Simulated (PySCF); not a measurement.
**HTiN + Cl₂ → ClTiN + HCl**

Level: PBE0 in the def2-TZVP basis family, all electrons, no relativity, computed in PySCF with density fitting; open shells unrestricted.

| species | state and structure | ZPE (kJ/mol) | H(298 K) − H(0) (kJ/mol) | S° (J/(mol K)) |
| --- | --- | --- | --- | --- |
| HTiN | singlet, Cs, Ti–H 1.770 Å, Ti–N 1.547 Å; H–Ti–N 110.0° | 19.4 | 10.6 | 244.0 |
| Cl₂ | singlet, D∞h, Cl–Cl 1.982 Å | 3.5 | 9.1 | 222.5 |
| ClTiN | singlet, Cs, Ti–Cl 2.275 Å, Ti–N 1.545 Å; Cl–Ti–N 117.9° | 10.6 | 12.2 | 281.1 |
| HCl | singlet, C∞v, H–Cl 1.279 Å | 17.9 | 8.7 | 186.6 |

Problem. Is the gas-phase reaction uphill or downhill in electronic energy at this level, and by how much?

Solution. At PBE0/def2-TZVP, ΔE = -381.8 kJ/mol, downhill. 

Problem. Add zero-point, thermal and entropy terms for 298.15 K and 1 bar.

Solution. ΔZPE = 5.6 and Δ[H(298) − H(0)] = 1.2 kJ/mol give ΔH° = -375.0 kJ/mol. ΔS° = 1.2 J/(mol K), so ΔG° = -375.0 − 298.15 × (0.0012) = -375 kJ/mol.

Only the bonding shown was studied: isomers, or loss of a ligand pair, can lie lower.
